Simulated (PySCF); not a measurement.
**Ionisation energy of Pd(2+) by level of theory**

Pd(2+) [Kr] 4d8 (3F) → Pd(3+) [Kr] 4d7 (4F), as a difference of total energies. Computed with PySCF 2.14 in x2c-TZVPPall with one added diffuse shell each of s, p, d, f type (9s7p7d3f1g, 95 functions), with scalar relativity by spin-free X2C-1e. Correlated levels: valence: [Kr] frozen; valence and next inner shell: [Ar] 3d10 frozen. The calculations carry no spin-orbit coupling.

```
                                method  ionisation energy (eV)
                                   UHF                  31.135
                                   LDA                  33.611
                                   PBE                  33.240
                                  PBE0                  33.037
                                r2SCAN                  33.076
                                  MN15                  33.299
                                PBEsol                  33.257
                                B2PLYP                  32.917
                             BHandHLYP                  32.777
                         MP2 (valence)                  32.745
                     SCS-MP2 (valence)                  32.755
    MP2 (valence and next inner shell)                  32.807
SCS-MP2 (valence and next inner shell)                  32.680
```

Problem. How much does correlation contribute at MP2 (valence and next inner shell)?

Solution. 32.807 − (31.135) = 1.672 eV, measured against UHF.

A first-order spin-orbit estimate (lowest level to lowest level, LS coupling) adds -0.025 eV.

Errors of the correlated levels include the incompleteness of this basis and the frozen core.

For comparison: 32.93 eV (semi-empirical (NIST evaluation); NIST Atomic Spectra Database, ionization energies).
